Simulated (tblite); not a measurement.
Compound: C₂H₁₀B₂O₂P₂.
Numbering: `[CH3:1][O:2][B:3]([O:4][CH3:5])[B:6]([PH2:7])[PH2:8]` (hydrogens: H9, H10, H11 on C1; H12, H13, H14 on C5; H15, H16 on P7; H17, H18 on P8)

Computed with GFN2-xTB (tblite), gas phase: L-BFGS steps from a force-field or distance-geometry start until the largest atomic force falls under 0.01 eV/Å.

Step 8: E = -680.0639 eV
```
atom  x, y, z in Å  |  force x, y, z in eV/Å
C1     -1.0639    2.2852   -0.4318    0.034   0.067   0.101
O2     -0.5010    1.4694    0.5767    0.056  -0.155  -0.103
B3     -0.3668    0.0965    0.2698    0.222  -0.080   0.242
O4     -1.4491   -0.6473    0.5907   -0.178   0.141  -0.567
C5     -1.8658   -1.8172   -0.0670    0.023  -0.018  -0.070
B6      1.2452   -0.2866   -0.0798   -0.287  -0.103   0.136
P7      2.2953    0.8465   -1.2484    0.275  -0.009   0.174
P8      2.1536   -1.5433    1.1079   -0.260   0.038   0.076
H9     -0.2628    2.7181   -1.0422    0.010  -0.014  -0.033
H10    -1.7563    1.7545   -1.0986    0.084  -0.050   0.205
H11    -1.6004    3.0835    0.0747   -0.083   0.134   0.018
H12    -1.0293   -2.3842   -0.4983   -0.005   0.095   0.087
H13    -2.5277   -1.4915   -0.8836    0.049  -0.270   0.102
H14    -2.4280   -2.4597    0.6178    0.103   0.172   0.019
H15     2.8958    1.5245   -0.1793   -0.289  -0.005  -0.095
H16     3.4249    0.0371   -1.3122   -0.064  -0.106  -0.053
H17     1.0522   -2.3709    1.3623    0.091   0.015  -0.202
H18     1.7752   -0.8084    2.2296    0.221   0.147  -0.039
```

Step 9: E = -680.0934 eV
```
atom  x, y, z in Å  |  force x, y, z in eV/Å
C1     -1.0650    2.2893   -0.4289    0.120  -0.047   0.202
O2     -0.4933    1.4728    0.5815    0.006   0.013  -0.183
B3     -0.3618    0.1083    0.2694    0.122  -0.313   0.276
O4     -1.4555   -0.6329    0.5647   -0.228   0.193  -0.547
C5     -1.8680   -1.8152   -0.0715    0.059   0.027  -0.055
B6      1.2439   -0.2941   -0.0680   -0.147  -0.042   0.079
P7      2.2922    0.8364   -1.2386    0.073  -0.003  -0.026
P8      2.1643   -1.5478    1.1085   -0.230   0.096  -0.024
H9     -0.2601    2.7111   -1.0411   -0.019   0.045  -0.028
H10    -1.7524    1.7494   -1.0919    0.043  -0.024   0.210
H11    -1.5993    3.0849    0.0835   -0.079   0.140  -0.030
H12    -1.0299   -2.3794   -0.4898    0.122   0.005   0.001
H13    -2.5355   -1.5206   -0.8922    0.027  -0.173   0.065
H14    -2.4199   -2.4543    0.6200    0.046   0.146   0.119
H15     2.8829    1.5183   -0.1825   -0.197   0.090   0.064
H16     3.4166    0.0338   -1.3044    0.061  -0.184  -0.048
H17     1.0526   -2.3471    1.3517   -0.005  -0.163  -0.136
H18     1.7794   -0.8066    2.2178    0.226   0.192   0.062
```

**Question.** Estimate the geometry and energy of step 10. (The exact step hangs on the optimiser's Hessian estimate; all steps are aligned on step 9, rigid shifts and turns removed.)

**Answer.** E = -680.1274 eV, largest force 0.564 eV/Å
```
atom  x, y, z in Å  |  force x, y, z in eV/Å
C1     -1.0645    2.2937   -0.4224    0.158  -0.124   0.232
O2     -0.4839    1.4751    0.5839    0.014   0.147  -0.169
B3     -0.3534    0.1151    0.2755   -0.067  -0.411   0.218
O4     -1.4678   -0.6122    0.5238   -0.243   0.246  -0.445
C5     -1.8694   -1.8132   -0.0778    0.077   0.042  -0.046
B6      1.2398   -0.3029   -0.0530    0.070   0.038  -0.007
P7      2.2900    0.8253   -1.2287   -0.186  -0.053  -0.242
P8      2.1720   -1.5509    1.1083   -0.111   0.127  -0.120
H9     -0.2577    2.7045   -1.0403   -0.056   0.102  -0.006
H10    -1.7471    1.7436   -1.0800   -0.014   0.003   0.194
H11    -1.5993    3.0890    0.0923   -0.036   0.103  -0.074
H12    -1.0279   -2.3739   -0.4804    0.245  -0.087  -0.076
H13    -2.5436   -1.5566   -0.9005   -0.028  -0.088  -0.029
H14    -2.4098   -2.4449    0.6251    0.001   0.118   0.222
H15     2.8644    1.5129   -0.1846   -0.077   0.199   0.248
H16     3.4084    0.0262   -1.2963    0.176  -0.243  -0.028
H17     1.0525   -2.3238    1.3375   -0.133  -0.343  -0.039
H18     1.7884   -0.8007    2.2058    0.210   0.223   0.167
```

The energy changes by -0.0340 eV. The first-order estimate −F·Δx gives -0.0457 eV and the mean of the old and new forces, exact on a quadratic surface, -0.0341 eV. The step makes an angle of 59° with the force vector and moves no atom by more than 0.047 Å.

The cost below is that of the whole relaxation. Time: 3.9 s of wall time. Hardware: one thread, Intel Xeon at 2.50 GHz (x86_64), no GPU, shared host with 64 logical CPUs at a one-minute load of 63.
